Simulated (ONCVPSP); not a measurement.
tellurium, ONCV: configuration errors across variants

tellurium (Te), optimised norm-conserving Vanderbilt (ONCV), made with ONCVPSP 4.0.1 (LDA (Perdew-Zunger), scalar-relativistic). Core [Ar] 3d10, reference 4s2 4p6 4d10 5s1.5 5p4.5. Waves: 4s+5s: rc 1.15 bohr, ncon 4, nbas 7, qcut 9.2 1/bohr, 2 projectors; 4p+5p: rc 1.35 bohr, ncon 4, nbas 7, qcut 8.3 1/bohr, 3 projectors, debl 3 Ha; 4d: rc 1.10 bohr, ncon 4, nbas 9, qcut 11.3 1/bohr, 3 projectors, debl 3.4 Ha; f scattering state at 0.28 Ha: rc 1.20 bohr, ncon 5, nbas 10, qcut 10.3 1/bohr, 2 projectors, debl 2.4 Ha. Local part: polynomial inside 0.95 bohr (lpopt 5, dvloc0 0 Ha). Core correction: Teter function, fcfact 5.75, rcfact 1.55.

All-electron excitation energies from the reference (eV): (1) 4s2 4p6 4d10 5s2 5p4 -4.649; (2) 4s2 4p6 4d10 5s2 5p3 5.267; (3) 4s2 4p6 4d10 5s2 5p2 23.440; (4) 4s2 4p5 4d10 5s2 5p4 118.059.

A true bound ghost makes a file unfit for plane-wave use even where its test errors are small: the radial tests pick states by their node count and pass the ghost by.

Errors AE − PS in meV (a dash: test not solved or not reliable):

| change | (1) | (2) | (3) | (4) | bound ghosts | GHOST(+) flags above zero |
| --- | --- | --- | --- | --- | --- | --- |
| base | 0.0 | -2.1 | -6.4 | -153 | none | s |
| all radii but the core radius scaled by about 0.78 (s 0.90, p 1.06, d 0.86, f 0.94 bohr); local potential polynomial inside 0.74 bohr (lpopt 5, dvloc0 0 Ha) | 0.0 | -1.8 | -5.7 | -112 | d | s, d, f |
| all radii but the core radius scaled by about 0.91 (s 1.04, p 1.22, d 1.00, f 1.10 bohr); local potential polynomial inside 0.86 bohr (lpopt 5, dvloc0 0 Ha) | 0.0 | -2.0 | -6.2 | -140 | none | s |
| all radii but the core radius scaled by about 1.13 (s 1.30, p 1.52, d 1.24, f 1.34 bohr); local potential polynomial inside 1.06 bohr (lpopt 5, dvloc0 0 Ha) | 0.0 | -2.3 | -6.8 | -146 | none | s |
| all radii but the core radius scaled by about 1.18 (s 1.36, p 1.60, d 1.30, f 1.42 bohr); local potential polynomial inside 1.12 bohr (lpopt 5, dvloc0 0 Ha) | 0.0 | -2.3 | -6.8 | -132 | none | none |

Q: Give the same row for: all radii but the core radius scaled by about 1.33 (s 1.52, p 1.80, d 1.46, f 1.60 bohr); local potential polynomial inside 1.26 bohr (lpopt 5, dvloc0 0 Ha).

A: -0.3, -2.9, -8.0, -63; bound ghosts: none; GHOST(+) flags above zero: none.
